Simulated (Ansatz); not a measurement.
Basis-set extrapolation for FH$_{7}$N$_{2}$OSSi$_{2}$, SMILES `N[Si@@H](O)S[Si@@H](N)F` (PBE0-D4/def2-TZVP geometry, frozen core, Ansatz 0.2.0). Multiplicity 1, RHF reference.

|  | def2-TZVPP | def2-QZVPP |
| --- | --- | --- |
| HF | -1263.106892 | -1263.151052 |
| MP2 correlation | -1.331563 | -1.443326 |
| CCSD(T) correlation | -1.430155 | not run |

Energies in hartree. Use E(X) = E(∞) + A·exp(−7.88·√X) for Hartree–Fock and E(X) = E(∞) + B·X^(−2.97) for correlation, with X = 3 and 4, and add CCSD(T) minus MP2 of the smaller set to the MP2 limit.

**Question.** What is the CCSD(T) energy at the basis-set limit?

**Answer.** HF limit: -1263.151052 + (-0.044160) × 0.13774 = -1263.15713. MP2 limit: -1.443326 + (-0.111763) × 0.74074 = -1.52611. Higher-order term: -1.430155 − (-1.331563) = -0.09859. Total: -1264.78183 hartree, 6.66 eV below CCSD(T)/def2-TZVPP.
